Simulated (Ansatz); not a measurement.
Other settings, tried on Be₂S₂.

```yaml
crystal:
  periodic: [false, false, false]
  atoms:
    - {symbol: Be, position_ang: [-0.786581, 0.151180, 0.552015]}
    - {symbol: Be, position_ang: [0.786582, -0.151181, -0.552013]}
    - {symbol: S, position_ang: [0.726743, -0.822918, 1.260927]}
    - {symbol: S, position_ang: [-0.726744, 0.822919, -1.260929]}
basis:
  gaussian: {orbitals: def2-TZVP, final_grid: {core_spheres: 8, valence_spheres: 7, degree: 23}}
hamiltonian: {xc: {name: HF}}
correlation: {method: bccd_t}
scf: {omitted_lower_state_checks: [starts]}
```

```sh
$ ansatz run in.yaml --threads 2 --pin off --events-out ev --progress --plain --max-ram 4352MiB
```

Shortened log:

```
Functional definition: HF
740 factors; integrals over basis functions are off by at most 6.9e-4 eV
mean field evaluation 1: about -22432.3680 eV, gradient 2.1e1 eV
mean field evaluation 2: about -22433.0733 eV, gradient 2.3e1 eV
mean field evaluation 4: about -22435.3388 eV, gradient 2.5e0 eV
mean field evaluation 8: about -22435.4114 eV, gradient 1.4e-1 eV
mean field evaluation 16: about -22435.4116 eV, gradient 7.2e-6 eV
mean field -22435.41156900 eV, -824.4861678927 hartree, gradient 7.2e-6 eV, S^2 0.000000; 0 other end points of the search recorded, 0 dependent functions left out
10 core orbitals not correlated: weight in the atoms' cores, before any rotation towards them, 1.000 or more for the frozen orbitals, at most 0.000 for the correlated occupied ones
reference -22435.41156900 eV, -824.4861678927 hartree; 10, 10 occupied and 92, 92 virtual orbitals, 740 factors
second order -12.50235811 eV of doubles, -0.00000000 eV of singles
cycle   1  -13.14682670 eV  change   -6.4e-1 eV  update   7.7e-2
cycle   2  -13.41834646 eV  change   -2.7e-1 eV  update   2.3e-2
cycle   3  -13.47321077 eV  change   -5.5e-2 eV  update   1.3e-2
cycle   4  -13.46253253 eV  change    1.1e-2 eV  update   3.5e-3
cycle   5  -13.45911409 eV  change    3.4e-3 eV  update   1.4e-3
cycle   6  -13.45908819 eV  change    2.6e-5 eV  update   3.3e-4
cycle   7  -13.45901731 eV  change    7.1e-5 eV  update   8.1e-5
cycle   8  -13.45901882 eV  change   -1.5e-6 eV  update   2.7e-5
cycle   9  -13.45902424 eV  change   -5.4e-6 eV  update   8.5e-6
perturbative correction -0.66702417 eV, -0.0245126861 hartree
Total energy: -22449.53761741 eV, -825.0052905969 hartree
Checks for a lower state left out: starts
```

Run time 2.4 s (2 threads of Arm Neoverse V2 on a shared host).

Correlated methods freeze 10 core orbitals.
